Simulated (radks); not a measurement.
Q: The mean radii <r> (bohr) of the occupied orbitals of an atom or ion are listed with their occupations. Calculated with a radial shooting solver on a logarithmic mesh with Libxc functionals: scalar-relativistic Kohn-Sham, SCAN, spin-polarised, spherical densities, finite nucleus; meta-GGA in the generalised Kohn-Sham scheme; Fermi nuclear charge, rms radius of each element as measured or else 0.836 A^(1/3) + 0.57 fm.

orbital  occ.      <r>
1s up       1  0.03111
1s down     1  0.03111
2s up       1   0.1348
2s down     1   0.1348
2p up       3   0.1177
2p down     3   0.1177
3s up       1   0.3676
3s down     1   0.3676
3p up       3   0.3670
3p down     3   0.3670
3d up       5   0.3458
3d down     5   0.3458
4s up       1   0.9123
4s down     1   0.9121
4p up       3   0.9967
4p down     3   0.9961
4d up       5    1.336
4d down     4    1.321
5p up       2    3.845

Name the element and its charge. Open shells, if any, are filled with parallel spins first.

A: Z = 47, silver, charge 0: Ag in [Kr] 4d9 5p2. The 1s radius gives Z: for a bare nucleus <r> = (2 gamma + 1)/(2Z) with gamma = sqrt(1 - (Z/c)^2), 0.03062 bohr for Z = 47, and screening makes it slightly larger (0.03111 here). The occupations add up to 47, and the charge is Z minus that.
